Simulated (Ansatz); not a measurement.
Sn(vinyl)3(NMe2) (C8H15NSn), relaxed as a singlet with RKS PBE-D4/def2-SVP in Ansatz, starting from the GFN2-xTB geometry. Force threshold 0.03 eV/Å.

In the def2 sets Sn takes a core potential; there is no spin–orbit coupling.

Start:

```xyz
25

Sn   -0.371   -0.164   -0.103
C    -0.184   -2.284    0.474
C     0.483   -3.196   -0.205
H    -0.659   -2.551    1.409
H     0.978   -2.977   -1.138
H     0.565   -4.218    0.140
C    -2.070    0.789    0.857
C    -3.224    0.203    1.112
H    -1.926    1.826    1.131
H    -3.416   -0.826    0.859
H    -4.040    0.732    1.586
C    -0.391    0.066   -2.271
C    -1.108    0.969   -2.910
H     0.229   -0.617   -2.836
H    -1.745    1.667   -2.394
H    -1.090    1.053   -3.988
N     1.202    1.066    0.547
C     2.447    0.998   -0.175
C     1.446    1.099    1.968
H     3.032    1.895    0.046
H     2.251    0.974   -1.245
H     3.055    0.126    0.097
H     0.500    1.144    2.506
H     2.013    0.230    2.326
H     2.021    1.997    2.206
```

Question: Estimate the energy that the relaxation releases and the steps that it takes.

Answer: 29.8 kJ/mol, in 25 steps; 43 s on 2 threads of AMD EPYC 7R13 on a shared host and a share (18 GiB) of an NVIDIA H100 80GB HBM3. The force fell under the threshold at step 12, but the optimiser went on and released 0.014 eV more. No frequencies were taken in this run, so the end may be a saddle point.

Question: Does the start keep its bonding and symmetry?

Answer: By distances, no bond broke or formed. The bond that changes most is Sn1–C2, from 2.21 to 2.17 Å (atoms count from 1).

Question: Predict the relaxed structure.

Answer: 
```xyz
25

Sn   -0.1837   -0.0261   -0.1140
C    -0.0716   -2.1307    0.3929
C    -0.2409   -3.0947   -0.5316
H     0.1316   -2.4178    1.4410
H    -0.4459   -2.8608   -1.5920
H    -0.1844   -4.1702   -0.2792
C    -1.9810    0.8072    0.7294
C    -2.9994    0.0334    1.1491
H    -2.0670    1.9069    0.8004
H    -2.9570   -1.0697    1.0983
H    -3.9291    0.4613    1.5675
C    -0.1462    0.1864   -2.2575
C    -1.2448    0.5413   -2.9505
H     0.7923   -0.0188   -2.8055
H    -2.2100    0.7539   -2.4555
H    -1.2367    0.6386   -4.0519
N     1.3712    1.1152    0.6555
C     2.6749    1.0212    0.0344
C     1.4308    1.2745    2.0929
H     3.2744    1.9401    0.2458
H     2.5837    0.9457   -1.0694
H     3.2966    0.1527    0.3819
H     0.4108    1.3707    2.5222
H     1.9441    0.4343    2.6342
H     1.9874    2.2053    2.3616
```
Bond lengths: 3 × C–Sn 2.15 to 2.17 Å; 3 × C–C 1.35 Å; 2 × C–N 1.45 Å; 1 × N–Sn 2.08 Å; 15 × C–H 1.11 to 1.12 Å.
